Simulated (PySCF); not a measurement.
C₄H₃F₃O, SMILES C1=C(OC(F)(F)C1)F.

Geometry: PBE0-D3(BJ)/def2-SVP. This is a generated structure with no PubChem entry under its InChIKey; it may be hypothetical. Other conformers were not sampled.

These are PySCF with ωB97X/def2-TZVP values and carry that method's errors.

Symmetry labels are those of the subgroup Cs that the program uses (full group Cs).

Computed valence orbital energies around the gap with their symmetry:
```json
[
 {"orbital": "HOMO−7", "symmetry": "A'", "energy (eV)": "-15.25"},
 {"orbital": "HOMO−6", "symmetry": "A\"", "energy (eV)": "-15.23"},
 {"orbital": "HOMO−5", "symmetry": "A'", "energy (eV)": "-14.34"},
 {"orbital": "HOMO−4", "symmetry": "A\"", "energy (eV)": "-14.32"},
 {"orbital": "HOMO−3", "symmetry": "A'", "energy (eV)": "-14.10"},
 {"orbital": "HOMO−2", "symmetry": "A\"", "energy (eV)": "-13.63"},
 {"orbital": "HOMO−1", "symmetry": "A'", "energy (eV)": "-13.03"},
 {"orbital": "HOMO", "symmetry": "A\"", "energy (eV)": "-9.54"},
 {"orbital": "LUMO", "symmetry": "A\"", "energy (eV)": "2.82"},
 {"orbital": "LUMO+1", "symmetry": "A'", "energy (eV)": "3.45"},
 {"orbital": "LUMO+2", "symmetry": "A'", "energy (eV)": "4.37"},
 {"orbital": "LUMO+3", "symmetry": "A\"", "energy (eV)": "4.53"}
]
```
